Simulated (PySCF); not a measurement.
Trend along group 15: MC anions

CCSD(T) with double-zeta basis sets in PySCF, for the lowest determinant that a PBE0 search found; no spin–orbit coupling. De refers to high-spin ground-configuration atoms (the charge goes to the atom of lower measured ionisation energy or higher electron affinity, which is not always the lowest computed limit).

```csv
M,basis,"reference, frozen orbitals",charged atom,state (unpaired electrons),Re (Å),ωe (cm⁻¹),De (eV)
N,aug-cc-pVDZ,"RHF, 2",C−,singlet (closed shell),1.202,2016,9.43
As,aug-pcseg-1,"RHF, 10",C−,singlet (closed shell),1.744,933,5.38
Sb,aug-cc-pVDZ-PP/aug-cc-pVDZ,"RHF, 5",C−,singlet (closed shell),1.971,760,4.28
Bi,aug-cc-pVDZ-PP/aug-cc-pVDZ,"RHF, 5",C−,singlet (closed shell),2.058,682,3.74
```

The shortest bond is that of CN⁻ (1.202 Å), the longest that of BiC⁻ (2.058 Å). CN⁻ is bound most strongly (9.43 eV) and BiC⁻ least (3.74 eV).

The rows differ in basis set, which adds steps of its own.

Down a group the atoms grow and get heavier, so bonds lengthen and wavenumbers fall; this series shows no clear exception.

Correlated steps freeze the inner cores (2 to 10 orbitals); shallow outer-core shells are correlated. Correlated levels converge slowly with the basis: in double zeta they bind strong bonds too weakly, by up to about 1 eV, and carry superposition errors of some tenths. Spin–orbit coupling is left out, which matters for elements this heavy, above all for dissociation energies. For an ion De counts to the pair picked by the measured ionisation energies or electron affinities, which need not be the lowest pair at this level. Where the molecule has an RHF reference, its open-shell atoms are computed with UHF. The CCSD T1 diagnostic is raised in AsC⁻, BiC⁻, SbC⁻, a sign that a single reference may not be enough there.
